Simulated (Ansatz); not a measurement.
`C=[CH][In]([F])[Cl]` + H–F → `[F][In]([F])[Cl]` + ethylene at 400 K and 1 bar (ligand exchange at the In–C bond).

Gas-phase electronic energies from Ansatz, PBE0-D4/def2-TZVP geometries. CCSD(T)/CBS is the MP2 limit (def2-TZVPP, def2-QZVPP) plus CCSD(T) − MP2 in def2-TZVPP, frozen cores. This one scheme is used for every species. def2 core potentials past Kr. For In outer-core shells are correlated without core-valence functions, which leaves a few kJ/mol of doubt a bond. One conformer a species, not always the lowest.

```tsv
species	CCSD(T)/CBS energy (Eh)	H − E (kJ/mol)	S (J/(mol·K))
`C=[CH][In]([F])[Cl]`	-827.35046	149.5	406.0
H–F	-100.39570	36.5	182.2
`[F][In]([F])[Cl]`	-849.27843	36.5	350.7
`C=C`	-78.48111	149.4	232.7
```

H − E and S are ideal-gas, rigid-rotor, harmonic terms from PBE0-D4/def2-TZVP, for one conformer and one mirror image of each species. 1 Eh = 2625.50 kJ/mol, R = 8.31446 J/(mol·K).

Problem. By hand: ΔE, ΔH, ΔS and ΔG.

Solution. ΔE = (-849.27843) + (-78.48111) − (-827.35046) − (-100.39570) = -0.01338 Eh = -35.1 kJ/mol. Δ(H − E) = 36.5 + 149.4 − 149.5 − 36.5 = -0.1, so ΔH = -35.2 kJ/mol. ΔS = 350.7 + 232.7 − 406.0 − 182.2 = -4.8 J/(mol·K). ΔG = -35.2 − 400 × (-4.8)/1000 = -33.3 kJ/mol.

Problem. By hand: the equilibrium constant, and the temperature at which ΔG would vanish if ΔH and ΔS stayed fixed.

Solution. log₁₀ K = −ΔG/(RT ln 10) = 4.3. ΔG = 0 at ΔH/ΔS = 7333 K, far beyond where these terms or the molecules hold.

The number of gas molecules stays the same, so ΔS is small and ΔH decides. A doubt of 5 kJ/mol in ΔE shifts log₁₀ K by 0.7 here. Other conformers and mirror images would add mixing entropy, several J/(mol·K) or more a flexible species. Modes under 60 cm⁻¹, often nearly free rotors, make the harmonic entropy too high. These are equilibria of isolated gas molecules and say nothing of rates. Largest T1 diagnostic: 0.016 (customary marks: 0.02 for closed shells, 0.045 for open ones).
